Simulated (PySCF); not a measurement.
I$_{2}$Zn, singlet, geometry from GFN2-xTB (such geometries of metal compounds can be far from the true shape) (core potentials on I).

The PySCF input:
```python
from pyscf import gto, scf, dft

mol = gto.M(
    atom='''
Zn    0.000000    0.000000    0.000000
I    -0.000000   -0.000000   -2.446231
I     0.000000    0.000000    2.446231
''',
    basis='def2-svp',
    ecp={'I': 'def2-svp'},
    charge=0,
    spin=0,
    verbose=4,
)

mf = dft.RKS(mol)
mf.xc = 'pbe0'
mf.kernel()
mf.analyze()
```

**Question.** Estimate the HOMO energy that PBE0/def2-SVP (PySCF) returns for this input.

**Answer.** -7.72 eV

**Question.** What HOMO-LUMO gap does PBE0/def2-SVP give?

**Answer.** 5.74 eV

**Question.** What is the computed number of basis functions (PBE0/def2-SVP)?

**Answer.** 83

**Question.** What is the computed total energy (PBE0/def2-SVP)?

**Answer.** -2374.4357 Eh
